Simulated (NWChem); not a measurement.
System: C2H5FSi2; SMILES F[Si@H]1C=C[SiH2]1

Input file for NWChem:

```
start job
memory heap 200 mb stack 900 mb global 1100 mb
geometry units angstroms
  F      0.388163    -2.146497     0.545118
  Si     0.006782    -0.877099    -0.407487
  C     -1.492249     0.123869     0.101704
  C     -0.999341     1.382157     0.233522
  Si     0.881173     1.242820     0.031348
  H     -0.042325    -1.428863    -1.793864
  H     -2.555931    -0.123288     0.216073
  H     -1.636366     2.254933     0.433038
  H      1.504220     2.095062    -1.029367
  H      1.637116     1.443954     1.305467
end
basis spherical
  * library 3-21g
end
dft
  xc hfexch
  iterations 150
end
driver
  maxiter 120
end
task dft optimize
task dft freq
```

Parts of the log:

```
             Northwest Computational Chemistry Package (NWChem) 7.3.0
             --------------------------------------------------------

 C1  symmetry detected

                             Geometry "geometry" -> ""
                             -------------------------

 Output coordinates in angstroms (scale by  1.889725989 to convert to a.u.)

  No.       Tag          Charge          X              Y              Z
 ---- ---------------- ---------- -------------- -------------- --------------
    1 F                    9.0000     0.35044403    -2.14627234     0.48908160
    2 Si                  14.0000    -0.00078156    -0.85101491    -0.44001894
    3 C                    6.0000    -1.48837703     0.16350951     0.07583596
    4 C                    6.0000    -0.97645937     1.41047690     0.23904021
    5 Si                  14.0000     0.90346817     1.24454813     0.05205864
    6 H                    1.0000    -0.04501445    -1.37260141    -1.83819173
    7 H                    1.0000    -2.55701551    -0.06849036     0.17469996
    8 H                    1.0000    -1.60119856     2.28920931     0.45087915
    9 H                    1.0000     1.55079857     2.10857102    -0.98430427
   10 H                    1.0000     1.64983955     1.40637895     1.33736969

 Effective nuclear repulsion energy (a.u.)     270.6928751137

                                Z-matrix (autoz)
                                --------

 Units are Angstrom for bonds and degrees for angles

      Type          Name      I     J     K     L     M      Value
      ----------- --------  ----- ----- ----- ----- ----- ----------
    1 Stretch                  1     2                       1.63226
    2 Stretch                  2     3                       1.87305
    3 Stretch                  2     5                       2.33478
    4 Stretch                  2     6                       1.49295
    5 Stretch                  3     4                       1.35780
    6 Stretch                  3     7                       1.09799
    7 Stretch                  4     5                       1.89648
    8 Stretch                  4     8                       1.09879
    9 Stretch                  5     9                       1.49654
   10 Stretch                  5    10                       1.49509
   11 Bend                     1     2     3               116.35578
   12 Bend                     1     2     5               120.59243
   13 Bend                     1     2     6               105.20160
   14 Bend                     2     3     4               103.36191
   15 Bend                     2     3     7               133.10447
   16 Bend                     2     5     4                73.46461
   17 Bend                     2     5     9               122.66782
   18 Bend                     2     5    10               118.14366
   19 Bend                     3     2     5                76.31411
   20 Bend                     3     2     6               115.06380
   21 Bend                     3     4     5               106.35140
   22 Bend                     3     4     8               122.90568
   23 Bend                     4     3     7               123.37835
   24 Bend                     4     5     9               116.52199
   25 Bend                     4     5    10               113.61751
   26 Bend                     5     2     6               121.49515
   27 Bend                     5     4     8               130.73687
   28 Bend                     9     5    10               108.47626
   29 Torsion                  1     2     3     4         123.14166
   30 Torsion                  1     2     3     7         -61.43102
   31 Torsion                  1     2     5     4        -116.75208
   32 Torsion                  1     2     5     9         131.96503
   33 Torsion                  1     2     5    10          -8.38310
   34 Torsion                  2     3     4     5          -6.86406
   35 Torsion                  2     3     4     8         173.94347
   36 Torsion                  2     5     4     3           5.58414
   37 Torsion                  2     5     4     8        -175.31063
   38 Torsion                  3     2     5     4          -3.99472
   39 Torsion                  3     2     5     9        -115.27761
   40 Torsion                  3     2     5    10         104.37426
   41 Torsion                  3     4     5     9         124.34222
   42 Torsion                  3     4     5    10        -108.44481
   43 Torsion                  4     3     2     5           5.50160
   44 Torsion                  4     3     2     6        -113.16453
   45 Torsion                  4     5     2     6         107.23681
   46 Torsion                  5     2     3     7        -179.07108
   47 Torsion                  5     4     3     7         177.13295
   48 Torsion                  6     2     3     7          62.26279
   49 Torsion                  6     2     5     9          -4.04608
   50 Torsion                  6     2     5    10        -144.39421
   51 Torsion                  7     3     4     8          -2.05952
   52 Torsion                  8     4     5     9         -56.55255
   53 Torsion                  8     4     5    10          70.66042

  xc_inp: hfexch multiplicative factor not found.

                           NWChem Geometry Optimization
                           ----------------------------

 maximum gradient threshold         (gmax) =   0.000450
 rms gradient threshold             (grms) =   0.000300
 maximum cartesian step threshold   (xmax) =   0.001800
 rms cartesian step threshold       (xrms) =   0.001200
 fixed trust radius                (trust) =   0.300000
 source of zmatrix                         =   autoz

          -------------------
          Energy Minimization
          -------------------

 Using diagonal initial Hessian
 Scaling for Hessian diagonals: bonds = 1.00  angles = 0.25  torsions = 0.10

          --------
          Step   0

                                 NWChem DFT Module
                                 -----------------

 Summary of "ao basis" -> "ao basis" (spherical)
 ------------------------------------------------------------------------------
       Tag                 Description            Shells   Functions and Types
 ---------------- ------------------------------  ------  ---------------------
 F                           3-21g                   5        9   3s2p
 Si                          3-21g                   7       13   4s3p
 C                           3-21g                   5        9   3s2p
 H                           3-21g                   2        2   2s

            General Information
            -------------------
          SCF calculation type: DFT
          Wavefunction type:  closed shell.
          No. of atoms     :    10
          No. of electrons :    54
           Alpha electrons :    27
            Beta electrons :    27
          Charge           :     0
          Spin multiplicity:     1
          Use of symmetry is: off; symmetry adaption is: off
          Maximum number of iterations: 150
          AO basis - number of functions:    63
                     number of shells:    39
          Convergence on energy requested:  1.00D-06
          Convergence on density requested:  1.00D-05
          Convergence on gradient requested:  5.00D-04

              XC Information
              --------------
                     Hartree-Fock (Exact) Exchange  1.000

      Superposition of Atomic Density Guess
      -------------------------------------

 Sum of atomic energies:        -750.93231186

      Non-variational initial energy
      ------------------------------

 Total energy =    -752.955712
 1-e energy   =   -1578.575832
 2-e energy   =     554.927245
 HOMO         =      -0.284959
 LUMO         =      -0.008048

   convergence    iter        energy       DeltaE   RMS-Dens  Diis-err
 ---------------- ----- ----------------- --------- --------- ---------
 d= 0,ls=0.0,diis     1   -751.8692881347 -1.02D+03  1.39D-02  3.79D-01
 d= 0,ls=0.0,diis     2   -751.9170128180 -4.77D-02  3.68D-03  1.17D-01
 d= 0,ls=0.0,diis     3   -751.9255335899 -8.52D-03  1.41D-03  2.89D-03
 d= 0,ls=0.0,diis     4   -751.9262056018 -6.72D-04  2.43D-04  6.78D-05
 d= 0,ls=0.0,diis     5   -751.9262233248 -1.77D-05  6.75D-05  6.72D-06
  Resetting Diis
 d= 0,ls=0.0,diis     6   -751.9262252074 -1.88D-06  2.55D-05  6.92D-07
 d= 0,ls=0.0,diis     7   -751.9262254516 -2.44D-07  6.02D-06  6.64D-08

         Total DFT energy =     -751.926225451615
      One electron energy =    -1580.464021903476
           Coulomb energy =      620.711522369590
    Exchange-Corr. energy =      -62.866601031478
 Nuclear repulsion energy =      270.692875113750

 Numeric. integr. density =        0.000000000000

                       DFT Final Molecular Orbital Analysis
                       ------------------------------------

 Vector   25  Occ=2.000000D+00  E=-4.328493D-01
              MO Center= -6.3D-01,  5.1D-01, -6.5D-02, r^2= 3.7D+00
   Bfn.  Coefficient  Atom+Function         Bfn.  Coefficient  Atom+Function
  ----- ------------  ---------------      ----- ------------  ---------------
    29      0.362381   3 C  px               38     -0.333427   4 C  px
    28      0.278702   3 C  s                37     -0.237887   4 C  s
    34     -0.216988   4 C  px               25      0.211113   3 C  px
    55     -0.205725   6 H  s                47      0.189786   5 Si px
    39      0.142030   4 C  py               61      0.134992   9 H  s

 Vector   26  Occ=2.000000D+00  E=-3.934667D-01
              MO Center= -5.4D-01,  6.6D-01,  1.6D-01, r^2= 3.2D+00
   Bfn.  Coefficient  Atom+Function         Bfn.  Coefficient  Atom+Function
  ----- ------------  ---------------      ----- ------------  ---------------
    31      0.328036   3 C  pz               40      0.298332   4 C  pz
    27      0.263332   3 C  pz               36      0.245810   4 C  pz
    63     -0.245971  10 H  s                50      0.154893   5 Si s
    52     -0.136508   5 Si py               48     -0.134921   5 Si py
    16      0.116530   2 Si px                8     -0.113034   1 F  py

 Vector   27  Occ=2.000000D+00  E=-3.867615D-01
              MO Center=  1.3D-01,  3.1D-01, -2.2D-01, r^2= 3.7D+00
   Bfn.  Coefficient  Atom+Function         Bfn.  Coefficient  Atom+Function
  ----- ------------  ---------------      ----- ------------  ---------------
    48      0.288554   5 Si py               55      0.255290   6 H  s
    50     -0.241730   5 Si s                52      0.214453   5 Si py
    61      0.207945   9 H  s                17     -0.199524   2 Si py
    16     -0.190226   2 Si px               28      0.164568   3 C  s
    40      0.161996   4 C  pz               37      0.147439   4 C  s

 Vector   28  Occ=0.000000D+00  E= 1.186064D-01
              MO Center= -8.9D-01,  5.9D-01,  4.3D-02, r^2= 3.3D+00
   Bfn.  Coefficient  Atom+Function         Bfn.  Coefficient  Atom+Function
  ----- ------------  ---------------      ----- ------------  ---------------
    40      0.600461   4 C  pz               31     -0.504772   3 C  pz
    53      0.378629   5 Si pz               21      0.366730   2 Si py
    22     -0.361334   2 Si pz               19      0.347524   2 Si s
    55     -0.340074   6 H  s                36      0.276169   4 C  pz
    63     -0.254112  10 H  s                61      0.237129   9 H  s

[...]

      ----------------------
      Optimization converged
      ----------------------

  Step       Energy      Delta E   Gmax     Grms     Xrms     Xmax
  ---- ---------------- -------- -------- -------- -------- --------
@   10    -751.92865823 -3.5D-07  0.00004  0.00001  0.00045  0.00109
                                     ok       ok       ok       ok

                                Z-matrix (autoz)
                                --------

 Units are Angstrom for bonds and degrees for angles

[...]

 Rotational Constants
 --------------------
 A=   0.175204 cm-1  (  0.252074 K)
 B=   0.079860 cm-1  (  0.114898 K)
 C=   0.061935 cm-1  (  0.089109 K)

 Temperature                      =   298.15K
 frequency scaling parameter      =   1.0000

 Zero-Point correction to Energy  =   41.018 kcal/mol  (  0.065366 au)
 Thermal correction to Energy     =   44.699 kcal/mol  (  0.071233 au)
 Thermal correction to Enthalpy   =   45.291 kcal/mol  (  0.072176 au)

 Total Entropy                    =   76.894 cal/mol-K
   - Translational                =   39.817 cal/mol-K (mol. weight = 103.9914)
   - Rotational                   =   27.011 cal/mol-K (symmetry #  =        1)
   - Vibrational                  =   10.067 cal/mol-K

 Cv (constant volume heat capacity) =   21.342 cal/mol-K
   - Translational                  =    2.979 cal/mol-K
   - Rotational                     =    2.979 cal/mol-K
   - Vibrational                    =   15.384 cal/mol-K

[normal modes left out]

 ----------------------------------------------------------------------------
 Normal Eigenvalue ||           Projected Infra Red Intensities
  Mode   [cm**-1]  || [atomic units] [(debye/angs)**2] [(KM/mol)] [arbitrary]
 ------ ---------- || -------------- ----------------- ---------- -----------
    1       -0.000 ||    0.000585           0.013         0.570       0.108
    2        0.000 ||    0.000528           0.012         0.515       0.098
    3        0.000 ||    0.000265           0.006         0.258       0.049
    4        0.000 ||    0.000042           0.001         0.041       0.008
    5        0.000 ||    0.000251           0.006         0.245       0.046
    6        0.000 ||    0.000254           0.006         0.247       0.047
    7      159.168 ||    0.003195           0.074         3.115       0.590
    8      205.410 ||    0.006378           0.147         6.217       1.178
    9      334.628 ||    0.014208           0.328        13.851       2.624
   10      398.793 ||    0.007507           0.173         7.318       1.386
   11      481.096 ||    0.001368           0.032         1.334       0.253
   12      536.892 ||    0.008821           0.204         8.599       1.629
   13      639.107 ||    0.023753           0.548        23.156       4.386
   14      688.951 ||    0.073479           1.695        71.631      13.568
   15      721.896 ||    0.002495           0.058         2.433       0.461
   16      777.064 ||    0.062693           1.446        61.116      11.576
   17      842.663 ||    0.205419           4.739       200.253      37.930
   18      891.951 ||    0.192493           4.441       187.651      35.543
   19      938.757 ||    0.006274           0.145         6.116       1.158
   20      994.733 ||    0.303077           6.992       295.454      55.962
   21     1017.078 ||    0.140024           3.230       136.502      25.855
   22     1187.480 ||    0.000208           0.005         0.203       0.038
   23     1203.652 ||    0.002042           0.047         1.991       0.377
   24     1439.620 ||    0.024515           0.566        23.898       4.526
   25     1650.664 ||    0.001704           0.039         1.661       0.315
   26     2283.985 ||    0.156034           3.600       152.109      28.811
   27     2290.999 ||    0.152628           3.521       148.789      28.182
   28     2323.698 ||    0.212253           4.897       206.914      39.191
   29     3334.871 ||    0.003489           0.081         3.402       0.644
   30     3362.863 ||    0.018757           0.433        18.285       3.463
 ----------------------------------------------------------------------------
```

Level: Hartree-Fock/3-21G.
